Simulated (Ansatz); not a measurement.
propyne (C₃H₄), singlet, geometry from GFN2-xTB. Base run: HF/6-31G run with Ansatz (a first-principles code).

Here is a job for Ansatz.
Ansatz 0.2 input:
```yaml
crystal:
  periodic: [false, false, false]
  atoms:
    - {symbol: C, position_ang: [0.00251601, -0.00427449, 0.21384286]}
    - {symbol: C, position_ang: [-0.01028846, -0.01351722, 1.40987627]}
    - {symbol: C, position_ang: [0.00901665, 0.01179166, -1.23156806]}
    - {symbol: H, position_ang: [-0.03481017, -0.01436157, 2.45813969]}
    - {symbol: H, position_ang: [-0.01568984, 1.04063331, -1.59024389]}
    - {symbol: H, position_ang: [0.90833899, -0.47377787, -1.60942938]}
    - {symbol: H, position_ang: [-0.86530420, -0.51649354, -1.61137288]}
basis:
  gaussian:
    orbitals: 6-31G
hamiltonian:
  xc: hf
```

The bond that is stretched is that between atoms 5 and 3. A test that says stable can miss a lower solution.

Each row names what was changed in the base input (with any setting that the change needs).

| change | ΔE vs base (kcal/mol) | <S^2> | stability test says |
|---|---|---|---|
| base | 0.000 | 0.000 | minimum (restricted orbitals) |
| spin_polarized = on; lower_state_search = off | 0.000 | 0.000 | undecided (no full test) |
| spin_polarized = on; lower_state_search = standard | 0.000 | 0.000 | minimum |
| bond × 1.25 | 19.97 | 0.000 | minimum (restricted orbitals) |
| spin_polarized = on; lower_state_search = off; bond × 1.25 | 19.97 | 0.000 | undecided (no full test) |
| spin_polarized = on; lower_state_search = standard; bond × 1.25 | 19.97 | 0.000 | minimum |
| bond × 1.5 | 52.47 | 0.000 | minimum (restricted orbitals) |
| spin_polarized = on; lower_state_search = off; bond × 1.5 | 52.47 | 0.000 | undecided (no full test) |
| spin_polarized = on; lower_state_search = standard; bond × 1.5 | 52.16 | 0.159 | minimum |
| bond × 1.8 | 89.4 | 0.000 | minimum (restricted orbitals) |
| spin_polarized = on; lower_state_search = off; bond × 1.8 | 89.4 | 0.000 | undecided (no full test) |
| spin_polarized = on; lower_state_search = standard; bond × 1.8 | 72.9 | 0.815 | minimum |
| bond × 2.2 | 129.1 | 0.000 | minimum (restricted orbitals) |
| spin_polarized = on; lower_state_search = off; bond × 2.2 | 129.1 | 0.000 | undecided (no full test) |
| spin_polarized = on; lower_state_search = standard; bond × 2.2 | 80.5 | 1.084 | minimum |
| bond × 3.0 | 179.9 | 0.000 | minimum (restricted orbitals) |
| spin_polarized = on; lower_state_search = off; bond × 3.0 | 179.9 | 0.000 | undecided (no full test) |
| spin_polarized = on; lower_state_search = standard; bond × 3.0 | 82.6 | 1.177 | minimum |

Where a bond breaks into two radicals, a solution with restricted orbitals usually stops being the lowest and lies too high; an unrestricted one lies lower at the price of spin contamination, which <S^2> shows.
